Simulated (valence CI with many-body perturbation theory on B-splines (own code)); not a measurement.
**E1 line list for Sm XXXI**

Computed by valence CI with perturbative core correlation (CI+MBPT): four valence electrons over a frozen Dirac-Fock core [Ar] 3d10, radial functions for each j: 11 s, 11 p, 9 d, 7 f, 5 g, 2 h, 1 i, with the one-electron correlation potential Σ1 (screened to all orders), the two-electron term Σ2, the three-electron term Σ3, Breit, model QED; selected single and double excitations, second order for the rest (own B-spline code, finite nucleus).

No measured spectrum was set against this ion. As an estimate, large intervals hold to a few tenths of a per cent, small ones and those within an open d or f shell to about a per cent.

Lines 151 to 200 of 214 in falling wavelength, among levels below 2307700 cm⁻¹, chosen from the strongest by gf and those to the six lowest levels. Wavelengths and rates use the calculated energies. Electric multipoles are in the length gauge, E1 and E2 with the static RPA response of the core. Weak lines are less certain than strong ones. Lines between different terms over intervals too small for the method are left out, as are lines whose strength nearly cancels. Where a level lies close to another of its J and parity, the split of strength between their lines is uncertain. The highest levels of a list are the least certain.

Levels are named by their leading jj configuration (3d3/2^4 stands for four electrons in 3d with j = 3/2), which in mixed levels can hold well under half, so a name can repeat and another be missing. Letters in brackets count levels of one name in rising energy.

```
λ vac (nm)                           Upper                       Lower   A (s⁻¹)  S (a.u.) with core polarisation  S without
     9.394  (4s 4p1/2 4p3/2 4d5/2) J=2 [e]  (4s 4p1/2 4p3/2^2) J=1 [a]  8.31e+10                         1.70e-01   1.81e-01
     9.279  (4s 4p1/2 4p3/2 4d5/2) J=2 [d]      (4s^2 4p1/2 4d3/2) J=2  2.12e+10                         4.18e-02   4.45e-02
     9.277          (4s^2 4p3/2 4d5/2) J=3          (4s^2 4p3/2^2) J=2  4.28e+11                         1.18e+00   1.26e+00
     9.209          (4s 4p1/2^2 4d5/2) J=2      (4s 4p1/2^2 4p3/2) J=2  2.68e+09                         5.17e-03   5.57e-03
     9.187  (4s 4p1/2 4p3/2 4d3/2) J=1 [e]      (4s 4p1/2 4p3/2^2) J=0  9.78e+10                         1.12e-01   1.20e-01
     9.125  (4s 4p1/2 4p3/2 4d5/2) J=3 [c]  (4s 4p1/2 4p3/2^2) J=2 [a]  2.51e+11                         6.58e-01   7.01e-01
     9.095  (4s 4p1/2 4p3/2 4d5/2) J=2 [e]      (4s^2 4p1/2 4d3/2) J=2  8.07e+10                         1.50e-01   1.60e-01
     9.021          (4s^2 4p3/2 4d5/2) J=1          (4s^2 4p3/2^2) J=2  5.38e+09                         5.84e-03   6.30e-03
     8.872                (4s 4p3/2^3) J=2      (4s^2 4p1/2 4p3/2) J=2  1.69e+10                         2.92e-02   3.12e-02
     8.821  (4s 4p1/2 4p3/2 4d3/2) J=1 [a]      (4s 4p1/2^2 4p3/2) J=2  6.73e+09                         6.84e-03   7.31e-03
     8.762  (4s 4p1/2 4p3/2 4d3/2) J=2 [a]      (4s 4p1/2^2 4p3/2) J=2  2.79e+10                         4.63e-02   4.95e-02
     8.759  (4s 4p1/2 4p3/2 4d5/2) J=2 [a]      (4s 4p1/2^2 4p3/2) J=1  1.95e+10                         3.23e-02   3.45e-02
     8.679  (4s 4p1/2 4p3/2 4d3/2) J=3 [a]      (4s 4p1/2^2 4p3/2) J=2  1.95e+10                         4.40e-02   4.70e-02
     8.672                (4s 4p3/2^3) J=2      (4s^2 4p1/2 4p3/2) J=1  1.26e+08                         2.03e-04   2.20e-04
     8.458      (4s 4p1/2 4p3/2^2) J=1 [a]          (4s^2 4p1/2^2) J=0  5.03e+10                         4.51e-02   4.83e-02
     8.402  (4s 4p1/2 4p3/2 4d3/2) J=1 [c]      (4s 4p1/2^2 4p3/2) J=1  1.05e+11                         9.21e-02   9.86e-02
     8.384  (4s 4p1/2 4p3/2 4d3/2) J=1 [e]  (4s 4p1/2 4p3/2^2) J=2 [a]  4.22e+10                         3.69e-02   3.95e-02
     8.383  (4s 4p1/2 4p3/2 4d5/2) J=2 [e]  (4s 4p1/2 4p3/2^2) J=2 [a]  1.68e+10                         2.45e-02   2.62e-02
     8.348             (4p1/2 4p3/2^3) J=1      (4s 4p1/2^2 4p3/2) J=2  1.71e+09                         1.47e-03   1.58e-03
     8.324             (4p1/2 4p3/2^3) J=2      (4s 4p1/2^2 4p3/2) J=2  1.36e+10                         1.94e-02   2.08e-02
     8.265                (4s 4p3/2^3) J=1      (4s^2 4p1/2 4p3/2) J=2  2.53e+10                         2.11e-02   2.26e-02
     8.177      (4s 4p1/2 4p3/2^2) J=1 [b]          (4s^2 4p1/2^2) J=0  8.50e+10                         6.88e-02   7.37e-02
     8.119  (4s 4p1/2 4p3/2 4d5/2) J=2 [a]      (4s 4p1/2^2 4p3/2) J=2  2.76e+09                         3.64e-03   3.89e-03
     8.092                (4s 4p3/2^3) J=1      (4s^2 4p1/2 4p3/2) J=1  2.47e+11                         1.93e-01   2.07e-01
     8.062  (4s 4p1/2 4p3/2 4d5/2) J=3 [a]      (4s 4p1/2^2 4p3/2) J=2  3.02e+11                         5.47e-01   5.85e-01
     8.056          (4s^2 4p3/2 4d3/2) J=2      (4s^2 4p1/2 4p3/2) J=2  2.81e+11                         3.62e-01   3.88e-01
     8.050  (4s 4p1/2 4p3/2 4d3/2) J=1 [d]      (4s 4p1/2^2 4p3/2) J=1  2.90e+11                         2.24e-01   2.40e-01
     7.938          (4s^2 4p3/2 4d3/2) J=3      (4s^2 4p1/2 4p3/2) J=2  4.84e+11                         8.37e-01   8.94e-01
     7.919  (4s 4p1/2 4p3/2 4d3/2) J=3 [b]      (4s 4p1/2^2 4p3/2) J=2  5.12e+09                         8.78e-03   9.39e-03
     7.909  (4s 4p1/2 4p3/2 4d3/2) J=2 [b]      (4s 4p1/2^2 4p3/2) J=2  5.08e+11                         6.20e-01   6.63e-01
     7.891          (4s^2 4p3/2 4d3/2) J=2      (4s^2 4p1/2 4p3/2) J=1  2.41e+11                         2.93e-01   3.13e-01
     7.880  (4s 4p1/2 4p3/2 4d3/2) J=1 [b]      (4s 4p1/2^2 4p3/2) J=2  4.88e+11                         3.53e-01   3.78e-01
     7.879  (4s 4p1/2 4p3/2 4d3/2) J=2 [c]      (4s 4p1/2^2 4p3/2) J=1  4.23e+11                         5.10e-01   5.45e-01
     7.811          (4s^2 4p3/2 4d3/2) J=0      (4s^2 4p1/2 4p3/2) J=1  4.42e+11                         1.04e-01   1.11e-01
     7.811  (4s 4p1/2 4p3/2 4d3/2) J=1 [c]      (4s 4p1/2^2 4p3/2) J=2  3.97e+09                         2.80e-03   2.99e-03
     7.805  (4s 4p1/2 4p3/2 4d3/2) J=0 [b]      (4s 4p1/2^2 4p3/2) J=1  2.99e+11                         7.03e-02   7.52e-02
     7.805  (4s 4p1/2 4p3/2 4d5/2) J=2 [b]      (4s 4p1/2^2 4p3/2) J=2  1.34e+10                         1.57e-02   1.68e-02
     7.774  (4s 4p1/2 4p3/2 4d5/2) J=3 [b]      (4s 4p1/2^2 4p3/2) J=2  7.50e+10                         1.22e-01   1.30e-01
     7.743          (4s^2 4p3/2 4d3/2) J=1      (4s^2 4p1/2 4p3/2) J=2  4.84e+10                         3.32e-02   3.56e-02
     7.698          (4s^2 4p1/2 4d3/2) J=1          (4s^2 4p1/2^2) J=0  4.79e+11                         3.24e-01   3.46e-01
     7.590          (4s^2 4p3/2 4d3/2) J=1      (4s^2 4p1/2 4p3/2) J=1  1.48e+11                         9.55e-02   1.02e-01
     7.584  (4s 4p1/2 4p3/2 4d5/2) J=2 [c]      (4s 4p1/2^2 4p3/2) J=1  2.10e+10                         2.26e-02   2.42e-02
     7.557          (4s^2 4p3/2 4d5/2) J=2      (4s^2 4p1/2 4p3/2) J=2  1.07e+10                         1.14e-02   1.22e-02
     7.554      (4s 4p1/2 4p3/2 4d5/2) J=0      (4s 4p1/2^2 4p3/2) J=1  1.23e+11                         2.61e-02   2.80e-02
     7.506  (4s 4p1/2 4p3/2 4d3/2) J=1 [d]      (4s 4p1/2^2 4p3/2) J=2  5.72e+09                         3.58e-03   3.83e-03
     7.447  (4s 4p1/2 4p3/2 4d5/2) J=3 [c]      (4s 4p1/2^2 4p3/2) J=2  1.06e+11                         1.52e-01   1.62e-01
     7.413  (4s 4p1/2 4p3/2 4d5/2) J=3 [d]      (4s 4p1/2^2 4p3/2) J=2  4.72e+10                         6.64e-02   7.11e-02
     7.412          (4s^2 4p3/2 4d5/2) J=2      (4s^2 4p1/2 4p3/2) J=1  1.54e+10                         1.55e-02   1.66e-02
     7.410  (4s 4p1/2 4p3/2 4d3/2) J=1 [e]      (4s 4p1/2^2 4p3/2) J=1  1.30e+11                         7.84e-02   8.40e-02
     7.409  (4s 4p1/2 4p3/2 4d5/2) J=2 [e]      (4s 4p1/2^2 4p3/2) J=1  4.18e+10                         4.20e-02   4.50e-02
```
